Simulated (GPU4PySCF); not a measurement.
Computed shifts of a molecule C9H14O3Si, GPU4PySCF with PBE0/pcSseg-1, GIAO, gas phase, equivalent atoms averaged, in ppm (number of nuclei): ¹³C: 143.7 (1), 141.0 (1), 137.1 (1), 133.8 (2), 133.7 (1), 52.5 (3). ²⁹Si: -46.4 (1). ¹H: 8.07 (1), 7.82 (1), 7.63 (1), 7.61 (2), 3.89 (3), 3.43 (6). References: ¹³C against TMS (σ = 186.3 ppm); ¹⁷O against H2O (σ = 334.2 ppm); ²⁹Si against TMS (σ = 352.7 ppm); ¹H against TMS (σ = 31.56 ppm), references at their B3LYP-D3(BJ)/def2-TZVP geometries, non-relativistic (references run with PySCF on processors). The structure is a stationary point at ωB97X-D3(BJ)/def2-TZVP. One conformer was computed; it need not be the lowest.

Which molecule gave these data?
(A) C#C/C=C/C(=C)[Si](OC)(OC)OC
(B) COC(=O)c1occc1[Si](C)(C)C
(C) CO[Si](OC)(OC)c1ccccc1
(D) COC(=O)c1ccoc1[Si](C)(C)C

C, CO[Si](OC)(OC)c1ccccc1
